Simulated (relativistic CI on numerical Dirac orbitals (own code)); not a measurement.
Hyperfine structure of Kr²⁴⁺, mass number 83

Method of calculation: Dirac-Coulomb-Breit CI, KLI orbitals optimised for each configuration, model QED (radiative potential, 1s self-energy scaled to tabulated hydrogen-like ionisation energies), unscaled Slater integrals (own radial code, finite nucleus).

CI space (outside the closed core [Ne]): 3s², 3s3p, 3p², 3s3d, 3d², 3p3d, 3p4s, 3d4s, 3s4s, 3s4p, 3s4d, 3s4f, 3s5s, 3s5p, 3s5d, 4s². Levels of other configurations are missing.

Nuclear spin I = 9/2, μ = -0.97073 μN, Q = 0.259 b (tables of Stone and Pyykkö). The electronic factors are computed for point nuclear moments, without core polarisation or the Bohr-Weisskopf and QED corrections.

| Level | E (eV) | A (MHz) | B (MHz) |
| --- | --- | --- | --- |
| 3s3p ³P°1 | 50.992 | -35750 | -3820 |
| 3s3p ³P°2 | 60.659 | -20140 | 8450 |
| 3s3p ¹P°1 | 79.036 | 3466 | 7890 |
| 3p² ¹D2 | 123.650 | -7334 | 8310 |
| 3p² ³P1 | 124.468 | 570.3 | 4220 |
| 3p² ³P2 | 135.637 | -3594 | -3400 |
| 3s3d ³D1 | 146.464 | 15080 | 673 |
| 3s3d ³D2 | 147.344 | -7750 | 1000 |

Levels with J = 0, under 50 % of one LS term, or S terms without an open s electron are left out. Small factors come from cancelling terms and can be off by tens of per cent or more.

At this charge energies of transitions that change n are usually good to better than 1 %, and those within a shell (Δn = 0) to a few per cent.

**Question.** Give the hyperfine levels of 3s3p ³P°1 relative to its centre of gravity.

**Answer.** With K = F(F + 1) − I(I + 1) − J(J + 1), E = AK/2 + B[¾K(K + 1) − I(I + 1)J(J + 1)]/[2I(2I − 1)J(2J − 1)]: F = 7/2: 194900, F = 9/2: 38300, F = 11/2: -161800 MHz.

LS names give the leading component of a level, which can be under half, so a name can repeat, a term be missing and a line seem to break the LS rules.
